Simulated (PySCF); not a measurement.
Calculations on `C(C=C)[O][GeH2][PH2]`, in the order of a workflow; each names the level of the geometry that it ran on. Settings lines and outputs come from a driver script.

Compound: C3H9GeOP.
Atom-mapped SMILES: `[CH2:1]=[CH:2][CH2:3][O:4][GeH2:5][PH2:6]` (hydrogens: H7, H8 on C1; H9 on C2; H10, H11 on C3; H12, H13 on Ge5; H14, H15 on P6)

Step 1: PBE0-D3(BJ)/def2-SVP geometry optimisation, gas phase (PySCF 2.14.0) (from the GFN2-xTB geometry)
```json
{"job": {"xc": "PBE0", "basis": "def2-SVP", "d3": "d3bj", "grid": 1, "kind": "geom"}, "charge": 0, "multiplicity": 1}
```
```
step   0  E = -2612.17196339  max force = 0.018744
step   1  E = -2612.17655715  max force = 0.009149
step   2  E = -2612.17722533  max force = 0.001451
step   3  E = -2612.17725555  max force = 0.001650
step   4  E = -2612.17731339  max force = 0.000641
step   5  E = -2612.17732551  max force = 0.000330
optimisation converged
```

Final energy -2612.17733 Eh after 5 steps; dipole 0.85 D. Energies in Eh; «max force» is the largest Cartesian gradient component in Eh/bohr.

Step 2: TDDFT CAM-B3LYP/def2-SVPD, vertical, gas phase, core orbitals frozen in the response (PySCF 2.14.0, density-fitted response routines) (on the PBE0-D3(BJ)/def2-SVP geometry)
```json
{"job": {"kind": "uv", "xc": "CAM-B3LYP", "basis": "def2-SVPD", "ip": true}, "charge": 0, "multiplicity": 1}
```
```
...
Static polarisability (au): isotropic 98.203, principal 86.048 101.848 106.714
Singlet excitations
state   eV       nm        f      main configurations
  1   6.1959    200.1   0.01022   H->L 0.61, H->L+3 0.13, H->L+1 0.09
  2   6.5951    188.0   0.06646   H->L+1 0.33, H->L+3 0.26, H->L 0.20
  3   6.6441    186.6   0.00846   H-1->L 0.23, H-2->L 0.21, H->L+3 0.15
  4   6.7764    183.0   0.17125   H->L+2 0.46, H->L+1 0.28, H->L+3 0.11
  5   7.0048    177.0   0.01337   H->L+3 0.25, H-2->L 0.23, H->L+4 0.10
  6   7.1051    174.5   0.16303   H-1->L 0.53, H-2->L 0.11, H-2->L+1 0.10
  7   7.2332    171.4   0.00972   H-1->L+1 0.45, H-2->L+1 0.25, H-2->L 0.10
  8   7.3731    168.2   0.00407   H->L+4 0.46, H-2->L+4 0.14
  9   7.5202    164.9   0.06411   H-3->L 0.41, H-2->L 0.11, H-3->L+1 0.09
 10   7.5516    164.2   0.13256   H-1->L+2 0.29, H-2->L+1 0.17, H-1->L+1 0.15
Triplet excitations (Tamm-Dancoff, eV): 4.3465 5.4281 5.6750 6.0528
Vertical ionisation energy (delta-SCF) = 9.4430 eV
```

HOMO -8.70 eV, LUMO 0.67 eV; lowest singlet 6.20 eV; lowest triplet 4.35 eV (Tamm–Dancoff); mean polarisability 98.2 au.

Step 3: delta-SCF UKS SCAN, pcX-2 on the ionised atom, pcseg-1 elsewhere, spin-free X2C (PySCF 2.14.0) (on the PBE0-D3(BJ)/def2-SVP geometry)
```json
{"job": {"kind": "xps"}, "charge": 0, "multiplicity": 1}
```
```
...
ground state, core basis on atom 0 (C), 177 functions
  E(ground) = -2631.13156657 Eh
hole in C 1s of atom 0
  E(ion) = -2620.46230516 Eh   <S^2> = 0.7902   hole on atom = 1.000   binding energy = 290.325 eV
ground state, core basis on atom 1 (C), 177 functions
  E(ground) = -2631.13243372 Eh
hole in C 1s of atom 1
  E(ion) = -2620.45616426 Eh   <S^2> = 0.8147   hole on atom = 1.000   binding energy = 290.516 eV
ground state, core basis on atom 2 (C), 177 functions
  E(ground) = -2631.13204168 Eh
hole in C 1s of atom 2
  E(ion) = -2620.39898722 Eh   <S^2> = 0.7743   hole on atom = 1.000   binding energy = 292.061 eV
ground state, core basis on atom 3 (O), 177 functions
  E(ground) = -2631.16014215 Eh
hole in O 1s of atom 3
  E(ion) = -2611.41548343 Eh   <S^2> = 0.7641   hole on atom = 1.000   binding energy = 537.280 eV
ground state, core basis on atom 5 (P), 188 functions
  E(ground) = -2631.21373641 Eh
hole in P 1s of atom 5
  E(ion) = -2552.20732500 Eh   <S^2> = 0.7521   hole on atom = 1.000   binding energy = 2149.874 eV
hole in P 2p of atom 5
  E(ion) = -2626.19447197 Eh   <S^2> = 0.7537   hole on atom = 1.002   binding energy = 136.581 eV
  2p3/2 = 136.345 eV   2p1/2 = 137.236 eV
```

C1s of C1 290.33 eV; C1s of C2 290.52 eV; C1s of C3 292.06 eV; O1s of O4 537.28 eV; P1s of P6 2149.87 eV; P2p of P6 136.64 eV (mean of the 2p shell). SCF cycles are left out; they run on a coarse grid, and E(ground) and E(ion) are re-evaluated on a finer one. For a 2p shell the printed binding energy is that of one 2p hole without spin–orbit coupling; the 2p3/2 and 2p1/2 values follow from a further step that adds the ground-state splitting of the three 2p orbitals and a mean-field spin–orbit operator, and the shell mean corrects the one hole to the average of the three. The log counts atoms from 0, this text from 1.

Which step took the most CPU time, and about what did each take on one thread of an Arm Neoverse V1 (shared host)?

Step 2, about 67 % of the total. CPU time by step: 1: 69 s, 2: 4.8 min, 3: 72 s.

Geometry of the electronic-property runs (PBE0-D3(BJ)/def2-SVP):
```
atom  x, y, z in Å
C1    -1.9520    1.4787    0.2094
C2    -1.8446    0.1802   -0.0757
C3    -0.9453   -0.3770   -1.1359
O4    -0.0012   -1.2848   -0.6225
Ge5    1.2019   -0.7353    0.5828
P6     2.0500    1.3120   -0.1371
H7    -2.6159    1.8411    0.9990
H8    -1.3742    2.2300   -0.3397
H9    -2.4150   -0.5598    0.4997
H10   -1.5418   -0.9328   -1.8809
H11   -0.4545    0.4587   -1.6752
H12    2.2220   -1.8845    0.6103
H13    0.5439   -0.5433    1.9652
H14    3.1150    1.2658    0.8162
H15    2.8372    0.7113   -1.1680
```

One conformer stands for the species.
